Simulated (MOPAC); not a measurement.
MOPAC input (PM6):

```
PM6 FORCE THERMO(298,298) PRECISE LET GEO-OK AUX(PRECISION=9) THREADS=1
C2H11N3Si

C     2.30252553 1   -0.78413632 1    0.20286484 1
C     1.00114650 1   -0.92363489 1   -0.58333218 1
Si   -0.42601188 1    0.15649326 1   -0.03226914 1
N    -0.01784926 1    1.79084619 1   -0.32392752 1
N    -1.78845030 1   -0.29507691 1   -0.96616267 1
N    -0.72816515 1   -0.11338539 1    1.62749907 1
H     3.09850746 1   -1.38561294 1   -0.25411683 1
H     2.19558581 1   -1.12533693 1    1.23960590 1
H     2.65745011 1    0.25411062 1    0.23273073 1
H     1.17815182 1   -0.69500121 1   -1.65975648 1
H     0.64632597 1   -1.97904034 1   -0.54907679 1
H    -0.21141442 1    2.56403879 1    0.28545637 1
H     0.42060665 1    2.10411312 1   -1.17570698 1
H    -2.13139608 1   -1.24073885 1   -1.02392376 1
H    -2.40327160 1    0.33784254 1   -1.44446113 1
H    -1.62627637 1   -0.21009796 1    2.06343129 1
H     0.01022137 1   -0.11938799 1    2.31483904 1
```

From the output:

```
     H   17   0.008496   0.009521   0.008134   0.638506   4.529525

          HEAT OF FORMATION =     -62.910353 KCALS/MOLE

          ZERO POINT ENERGY      79.996 KCAL/MOL

           NORMAL COORDINATE ANALYSIS (Total motion = 1 Angstrom)

   Root No.       1         2         3         4         5         6         7         8

                 1 A       2 A       3 A       4 A       5 A       6 A       7 A       8 A

                  58.5     129.7     146.6     151.5     175.8     244.3     262.8     289.6

           1   -0.0004   -0.0022   -0.0001    0.0069    0.0136   -0.0036   -0.0307    0.0014
           2    0.0001    0.0259    0.0061   -0.0302    0.0477   -0.0033   -0.0207   -0.0005
           3    0.0604    0.0134   -0.0006    0.0133    0.0003   -0.0084    0.0024   -0.0067
           4   -0.0005   -0.0013    0.0002    0.0059    0.0150   -0.0034   -0.0291    0.0013
           5    0.0006   -0.0018   -0.0008    0.0008   -0.0142    0.0029    0.0044    0.0017
           6   -0.0385   -0.0047   -0.0267   -0.0073    0.0021   -0.0384    0.0059   -0.0203
           7    0.0001    0.0036   -0.0005   -0.0036    0.0072    0.0006   -0.0094   -0.0016
           8    0.0005   -0.0045   -0.0003    0.0055   -0.0109    0.0010   -0.0022    0.0032
           9   -0.0094   -0.0031   -0.0001   -0.0064   -0.0021    0.0092   -0.0040    0.0392
          10   -0.0279   -0.0123    0.0159   -0.0134   -0.0277    0.0285    0.0327   -0.0258
          11   -0.0120   -0.0275    0.0085    0.0060   -0.0175    0.0244   -0.0224    0.0221
          12   -0.0098    0.0054   -0.0005   -0.0084   -0.0062    0.0043    0.0166    0.0248
          13    0.0029    0.0078    0.0006   -0.0084    0.0097    0.0021    0.0014   -0.0100
          14    0.0020    0.0234   -0.0084   -0.0281    0.0127    0.0044    0.0487    0.0050
          15    0.0186   -0.0032    0.0230    0.0017   -0.0011    0.0233    0.0049   -0.0547
          16    0.0257    0.0037   -0.0144    0.0129   -0.0183   -0.0251    0.0296    0.0355
          17    0.0087   -0.0113   -0.0053    0.0415   -0.0095   -0.0290   -0.0064   -0.0330
          18   -0.0151   -0.0079    0.0037    0.0119    0.0097    0.0003   -0.0231   -0.0006
          19    0.0061   -0.0203   -0.0029    0.0281   -0.0290    0.0028   -0.0120    0.0037
          20   -0.0079    0.0474    0.0120   -0.0262    0.0625   -0.0027   -0.0275    0.0007
          21    0.0004    0.1701    0.0523    0.1427   -0.0173    0.0247    0.0068    0.0155
          22   -0.0620   -0.0016   -0.0141   -0.0088    0.0311   -0.0227   -0.0348   -0.0063
          23    0.0781   -0.1046   -0.0339   -0.1492    0.0798   -0.0280   -0.0321   -0.0176
          24    0.1229   -0.0455   -0.0120   -0.0333    0.0066   -0.0110   -0.0006   -0.0110
          25    0.0543    0.0138    0.0164    0.0033    0.0365    0.0091   -0.0424    0.0068
          26   -0.0694    0.1573    0.0443    0.0630    0.0505    0.0153   -0.0237    0.0140
          27    0.1359   -0.0699   -0.0187   -0.0534    0.0102   -0.0152   -0.0018   -0.0141
          28    0.0561    0.0013    0.0117    0.0275   -0.0043    0.0177   -0.0288    0.0131
          29   -0.0436   -0.0038   -0.0182    0.0097   -0.0237   -0.0575    0.0159   -0.0566
          30   -0.0898   -0.0072   -0.0422   -0.0097    0.0027   -0.0863    0.0137   -0.0629
          31   -0.0562   -0.0189   -0.0161    0.0037   -0.0027   -0.0214   -0.0233   -0.0097
          32    0.0452   -0.0108    0.0150    0.0052   -0.0250    0.0654   -0.0032    0.0622
          33   -0.0905   -0.0052   -0.0433   -0.0109    0.0029   -0.0876    0.0126   -0.0646
          34   -0.0290    0.0150   -0.1446    0.0093   -0.0438    0.1560    0.0221   -0.0632
          35   -0.0131   -0.0236   -0.0249    0.0111   -0.0214    0.0532   -0.0303    0.0180
          36   -0.0039    0.0233   -0.0255   -0.0074   -0.0051    0.0057    0.0534   -0.0039
          37   -0.0498   -0.0559    0.1770   -0.0201   -0.0039   -0.0801    0.0869   -0.0046
          38   -0.0227   -0.0519    0.0562    0.0051   -0.0147    0.0070   -0.0461    0.0532
          39   -0.0144   -0.0055    0.0179   -0.0087   -0.0055   -0.0005    0.0030    0.0401
          40    0.0172    0.0241    0.0008   -0.0237    0.0083    0.0208    0.0297   -0.0882
          41    0.0135    0.0950   -0.0567   -0.1067   -0.0905    0.0032   -0.0214   -0.0231
          42    0.0182   -0.0459    0.0579    0.0499    0.0725    0.0353    0.0726   -0.0798
          43   -0.0080   -0.0048    0.0007    0.0034    0.0107   -0.0118   -0.0213    0.0477
          44   -0.0096   -0.0342    0.0568    0.0247    0.1188   -0.0002    0.1613    0.0083
          45    0.0409    0.0550   -0.0248   -0.0519   -0.0800    0.0449   -0.0483   -0.1328
          46    0.0370   -0.0070   -0.0348    0.0389   -0.0128   -0.0428    0.0741    0.0708
          47    0.0191    0.0354    0.0619   -0.0409   -0.1073   -0.0896   -0.0725   -0.0597
          48    0.0046    0.0260    0.0483   -0.0415   -0.0760   -0.0705   -0.0464    0.0050
          49    0.0302    0.0054   -0.0111    0.0104   -0.0275   -0.0384    0.0374    0.0463
          50    0.0069   -0.0537   -0.0928    0.1301    0.0750    0.0152    0.0583   -0.0204
          51   -0.0363   -0.0335   -0.0471    0.0583    0.0864    0.0745   -0.0293   -0.0400

   Root No.       9        10        11        12        13        14        15        16

                 9 A      10 A      11 A      12 A      13 A      14 A      15 A      16 A

                 292.8     338.2     343.6     505.8     518.2     521.2     614.4     655.5

           1    0.0257   -0.0361    0.0050   -0.0005    0.0020    0.0005    0.0015    0.0166
           2    0.0096   -0.0238    0.0029   -0.0008    0.0028   -0.0002    0.0010    0.0105
           3   -0.0001    0.0002    0.0000   -0.0000    0.0004    0.0002    0.0013    0.0001
           4    0.0229   -0.0335    0.0048   -0.0006    0.0010    0.0004    0.0006    0.0060
           5    0.0284    0.0451   -0.0084    0.0049    0.0023   -0.0003    0.0034    0.0573
           6    0.0046    0.0013   -0.0020   -0.0008    0.0015    0.0111   -0.0506    0.0027
           7   -0.0083    0.0397   -0.0072    0.0017   -0.0038    0.0001   -0.0008   -0.0087
           8    0.0396    0.0135   -0.0011    0.0015   -0.0004    0.0003   -0.0009   -0.0166
           9   -0.0037   -0.0001    0.0001    0.0002   -0.0004    0.0010    0.0010   -0.0001
          10    0.0021   -0.0266    0.0057   -0.0383    0.0239    0.0189    0.0081   -0.0020
          11   -0.0322   -0.0126    0.0014   -0.0048    0.0079    0.0081   -0.0021   -0.0201
          12    0.0364   -0.0047    0.0006   -0.0021   -0.0002   -0.0008    0.0189    0.0016
          13   -0.0211    0.0409   -0.0091    0.0055   -0.0019   -0.0016   -0.0068   -0.0069
          14   -0.0355   -0.0056    0.0021   -0.0140   -0.0422    0.0076    0.0066   -0.0122
          15    0.0106   -0.0070    0.0035    0.0154    0.0270   -0.0051    0.0046   -0.0142
          16   -0.0114   -0.0129    0.0031    0.0049    0.0014   -0.0012    0.0074   -0.0088
          17   -0.0219   -0.0139   -0.0001   -0.0182    0.0030   -0.0288   -0.0132   -0.0133
          18   -0.0453    0.0100   -0.0023   -0.0189   -0.0032   -0.0254   -0.0033    0.0083
          19    0.0386    0.0190   -0.0041    0.0043    0.0028    0.0000    0.0114    0.0743
          20    0.0040   -0.0452    0.0070   -0.0023    0.0021   -0.0003   -0.0015   -0.0134
          21   -0.0056    0.0008    0.0046    0.0003    0.0005   -0.0026    0.0204   -0.0005
          22    0.0225   -0.0559    0.0083   -0.0022    0.0031    0.0160   -0.0517   -0.0032
          23    0.0075   -0.0462    0.0032   -0.0010   -0.0002   -0.0050    0.0040   -0.0129
          24    0.0003    0.0002   -0.0015    0.0008   -0.0016   -0.0101    0.0282   -0.0019
          25    0.0151   -0.0645    0.0111    0.0006   -0.0020   -0.0130    0.0460   -0.0179
          26    0.0006   -0.0446    0.0095   -0.0014    0.0011    0.0020   -0.0066   -0.0118
          27    0.0011   -0.0012   -0.0014    0.0016   -0.0011   -0.0095    0.0304   -0.0016
          28    0.0304   -0.0257    0.0044    0.0005    0.0082    0.0017   -0.0011    0.0325
          29    0.0421    0.0528   -0.0127    0.0087   -0.0011   -0.0398    0.1921    0.0648
          30    0.0099    0.0053   -0.0053    0.0019   -0.0033   -0.0177    0.0836    0.0030
          31    0.0348   -0.0230    0.0022    0.0016    0.0078   -0.0025    0.0039    0.0322
          32    0.0289    0.0486   -0.0046    0.0048    0.0070    0.0403   -0.1822    0.0854
          33    0.0095    0.0012   -0.0048   -0.0002    0.0005   -0.0195    0.0838   -0.0124
          34   -0.0107   -0.1210   -0.1128    0.1899   -0.1237   -0.1333   -0.0145    0.0268
          35   -0.0479   -0.0338   -0.0217    0.0414   -0.0284   -0.0306    0.0064    0.0030
          36    0.1277   -0.0054   -0.0239    0.0397    0.0100    0.0182   -0.0648   -0.0986
          37    0.0229   -0.0011    0.1470    0.2010   -0.1441   -0.0856   -0.0591   -0.0120
          38   -0.1131   -0.0121    0.0482    0.0301   -0.0520   -0.0426    0.0661    0.0760
          39   -0.0042   -0.0052    0.0192    0.0093   -0.0238   -0.0213    0.0514    0.0462
          40   -0.0558    0.0363    0.0176   -0.0174    0.0200   -0.0041   -0.0468    0.1030
          41   -0.0789    0.0039    0.1358    0.0825    0.2297   -0.0570   -0.0117    0.0118
          42    0.0219   -0.0165   -0.0780   -0.0707   -0.1583    0.0407   -0.0077    0.0376
          43    0.0052    0.0469   -0.0281    0.0275   -0.0140   -0.0026    0.0204   -0.0884
          44   -0.0592   -0.0298   -0.1139    0.0639    0.2271   -0.0365   -0.0147    0.0605
          45   -0.0062    0.0040    0.1141   -0.0713   -0.1508    0.0281   -0.0172    0.0437
          46   -0.0157   -0.0720    0.0433   -0.0357   -0.0102    0.0011   -0.0235    0.0598
          47   -0.0592   -0.0467   -0.1309    0.1108   -0.0112    0.1526    0.0206   -0.0166
          48   -0.0842   -0.0702   -0.0896    0.0663   -0.0254    0.1414    0.0025    0.0609
          49   -0.0125   -0.0359    0.0009   -0.0160   -0.0030   -0.0144   -0.0075    0.0126
          50   -0.0349   -0.0299    0.1298    0.0862    0.0087    0.1948    0.0209    0.0418
          51   -0.0470    0.0963    0.0620    0.1042    0.0136    0.1247    0.0673   -0.0488

   Root No.      17        18        19        20        21        22        23        24

                17 A      18 A      19 A      20 A      21 A      22 A      23 A      24 A

                 702.3     715.7     719.5     881.4     926.6     972.3    1007.5    1008.0

           1    0.0135   -0.0044    0.0006   -0.0165   -0.0007    0.0009   -0.0013    0.0030
           2    0.0081   -0.0045   -0.0005   -0.0150    0.0010    0.0265   -0.0293    0.0181
           3   -0.0000    0.0001   -0.0012   -0.0003    0.0252   -0.0008    0.0043    0.0095
           4    0.0044   -0.0015   -0.0001    0.0019   -0.0001    0.0086   -0.0075    0.0030
           5    0.0275   -0.0275   -0.0017   -0.0283   -0.0009   -0.0017    0.0170   -0.0103
           6    0.0052    0.0054   -0.0209   -0.0004   -0.0031    0.0001   -0.0077   -0.0178
           7   -0.0081    0.0032   -0.0015    0.0317   -0.0000    0.0346    0.0323   -0.0167
           8   -0.0122    0.0078    0.0007    0.0538    0.0010   -0.0144   -0.0253    0.0123
           9   -0.0014   -0.0017   -0.0002    0.0012   -0.0095   -0.0022    0.0237    0.0657
          10    0.0079   -0.0088   -0.0119    0.0072   -0.0025   -0.0064   -0.0022    0.0131
          11   -0.0011    0.0056    0.0353   -0.0370    0.0057    0.0123    0.0057   -0.0284
          12   -0.0307    0.0411   -0.0050   -0.0373    0.0094    0.0150   -0.0067   -0.0634
          13   -0.0479    0.0004    0.0060   -0.0584   -0.0002   -0.0427   -0.0363    0.0237
          14    0.0143   -0.0186   -0.0132   -0.0055    0.0002    0.0050    0.0059   -0.0097
          15   -0.0027   -0.0283   -0.0208   -0.0019    0.0012    0.0039    0.0012   -0.0145
          16    0.0526    0.0163   -0.0021    0.0034    0.0024   -0.0127   -0.0194   -0.0080
          17   -0.0086    0.0141   -0.0155   -0.0347   -0.0070    0.0114    0.0246    0.0226
          18    0.0240   -0.0257    0.0228    0.0370    0.0101   -0.0146   -0.0338   -0.0357
          19    0.0419   -0.0413   -0.0009   -0.0897   -0.0136    0.1849   -0.1601    0.0979
          20   -0.0049    0.0105    0.0014    0.0186   -0.0036   -0.0567    0.0437   -0.0287
```
